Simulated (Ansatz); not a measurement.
Start from `[TeH][SiH]1BC1` and change one atom or group to get `B1C[SiH2]1`.

Ansatz, PBE0-D4/def2-TZVP geometries, multiplicity 1. 

Elements past krypton have def2 core potentials.  Spin–orbit coupling is left out; it splits and shifts lone-pair levels of the heavy atoms by tenths of an eV.

```json
{"property": "zero-point energy (PBE0-D4/def2-TZVP) / kJ/mol", "`[TeH][SiH]1BC1`": "140.0"}
{"property": "HOMO energy (B3LYP/def2-TZVPP) / eV", "`[TeH][SiH]1BC1`": "-6.39"}
{"property": "HOMO energy (PBE0/def2-TZVPP) / eV", "`[TeH][SiH]1BC1`": "-6.60"}
{"property": "HOMO–LUMO gap (ωB97M-V/def2-TZVPP) / eV", "`[TeH][SiH]1BC1`": "8.69"}
{"property": "LUMO energy (B3LYP/def2-TZVPP) / eV", "`[TeH][SiH]1BC1`": "-2.00"}
{"property": "HOMO energy (ωB97M-V/def2-TZVPP) / eV", "`[TeH][SiH]1BC1`": "-8.64"}
```

(1) Give the same properties after the change, and the shifts. (Best estimate.)

Answers

(1) Computed: 
| property | `B1C[SiH2]1` | shift |
| --- | --- | --- |
| zero-point energy (PBE0-D4/def2-TZVP) / kJ/mol | 141.1 | 1.1 |
| HOMO energy (B3LYP/def2-TZVPP) / eV | -6.75 | -0.36 |
| HOMO energy (PBE0/def2-TZVPP) / eV | -6.95 | -0.35 |
| HOMO–LUMO gap (ωB97M-V/def2-TZVPP) / eV | 9.45 | 0.76 |
| LUMO energy (B3LYP/def2-TZVPP) / eV | -1.68 | 0.32 |
| HOMO energy (ωB97M-V/def2-TZVPP) / eV | -9.02 | -0.38 |

With PBE0 the HOMO falls by 0.35 eV and the LUMO rises by 0.34 eV, so the gap widens by about 0.69 eV. PBE moves the HOMO by -0.32 eV and ωB97M-V by -0.38 eV. The zero-point energy changes by 1.1 kJ/mol with -3 modes.

Positive LUMOs are unbound, so they and the gaps depend on the basis.

B3LYP here is the variant with VWN-RPA as its local correlation; programs differ in this.
